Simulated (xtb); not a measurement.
H7NO2Si2, SMILES [SiH3][Si](O)(O)N. All values are semi-empirical tight-binding results from xtb (GFN2-xTB unless named), good for trends rather than for accurate numbers. Coordinates come from a GFN2-xTB optimisation. The structure was generated by enumeration, and PubChem lists no compound with its InChIKey, so it may never have been made. One conformer was computed; it need not be the lowest.

Computed properties:
The orbital gap is 4.71 eV, the dipole moment is 3.13 D and the zero-point energy is 48.2 kcal/mol. The G − E(el) at 298.15 K (modified RRHO) comes out as 27.2 kcal/mol and the static polarisability (D4 model) is 80.3 bohr³. The solvation energy, GFN2-xTB/ALPB(water) comes out as -9.3 kcal/mol. The solvation energy, GFN2-xTB/ALPB(chcl3) is -4.3 kcal/mol.
